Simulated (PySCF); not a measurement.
# Assigning NMR signals

Geometry (Å), atoms numbered from 1 in this order:
```xyz
20

F     2.9199   -0.6950   -0.8029
C     2.0614    0.2472   -0.3334
F     2.7864    1.0149    0.5201
C     0.8900   -0.3999    0.3834
C     0.0040   -1.2474   -0.5518
C    -1.3969   -0.6159   -0.3647
C    -1.3128    0.7542   -0.9868
C    -0.5454    1.5005   -0.2031
C    -0.1096    0.6408    0.9570
C    -1.3487   -0.2462    1.1223
H     1.7652    0.8795   -1.1838
H     1.3030   -1.0031    1.1962
H     0.0003   -2.2927   -0.2475
H     0.3357   -1.1953   -1.5886
H    -2.2165   -1.2458   -0.6990
H    -1.7599    1.0169   -1.9279
H    -0.2251    2.5151   -0.3520
H     0.2591    1.1678    1.8326
H    -1.1919   -1.0991    1.7800
H    -2.2235    0.3141    1.4469
```

Calculated, not measured (PySCF 2.14): geometry from GFN2-xTB, NMR shieldings at PBE0/pcSseg-1/GIAO. No solvent, relativity neglected, one computed conformer.

Referencing at the same level of theory: ¹³C (σref 186.93) and ¹H (σref 31.72) against TMS.

Problem. Assign these signals to the numbered atoms. ¹³C{¹H} NMR (computed): δ 147.5 (CH), 142.0 (CH), 128.1 (CH), 53.9 (CH2), 47.6 (CH), 46.5 (CH), 45.6 (CH), 29.5 (CH2).

Solution. 
147.5 → C7, alkene CH: the olefinic region
142.0 → C8, alkene CH
128.1 → C2, sp3 CH bonded to 2 F: 2 electronegative neighbours deshield it
53.9 → C10, sp3 CH2 in a ring: a saturated carbon with 2 carbon neighbours and no heteroatom attached
47.6 → C4, sp3 CH in a ring: saturated and bonded to C and H only
46.5 → C9, allylic sp3 CH: aliphatic region, no heteroatom directly attached
45.6 → C6, allylic sp3 CH
29.5 → C5, sp3 CH2 in a ring: aliphatic region, no heteroatom directly attached

C4 and C9; C9 and C6 lie closer than the usual error of such a calculation, so a measured spectrum could show them in the other order.

Problem. Assign these signals to the numbered atoms. ¹H NMR (400 MHz, computed): δ 6.58 (m, 1H), 6.38 (m, 1H), 5.53 (m, 1H), 2.96 (m, 1H), 2.74 (m, 1H), 2.59 (m, 1H), 2.01 (m, 1H), 1.56 (m, 1H), 1.27 (m, 1H), 0.99 (m, 1H).

Solution. 
6.58 → H16, hydrogen on an alkene CH: a vinylic proton, deshielded by the sp2 carbon and the C=C anisotropy
6.38 → H17, hydrogen on an alkene CH
5.53 → H11, hydrogen on an sp3 CH bonded to 2 F: its carbon carries F, which withdraws density
2.96 → H18, hydrogen on an allylic sp3 CH: allylic position
2.74 → H15, hydrogen on an allylic sp3 CH
2.59 → H12, hydrogen on an sp3 CH in a ring
2.01 → H13, hydrogen on an sp3 CH2 in a ring
1.56 → H20, hydrogen on an sp3 CH2 in a ring
1.27 → H19, hydrogen on an sp3 CH2 in a ring
0.99 → H14, hydrogen on an sp3 CH2 in a ring

Splittings by ¹⁹F in the carbon and heteronuclear signals aren't shown, as no couplings were computed. Shifts are as computed. Against solution values, carbons near 30 ppm lie about +3 ppm off and those near 130 ppm about +5 ppm. Of 1211 compounds with measured shifts, 218 miss one by over three times the rms of a fit or turn the order of signals round; such compounds aren't used in these exercises. No couplings were computed; multiplicities are counted from neighbouring protons, with m where these are inequivalent, close in shift, in a saturated or five-membered ring or joined by F or P, and br s for small geminal =CH2 splittings.
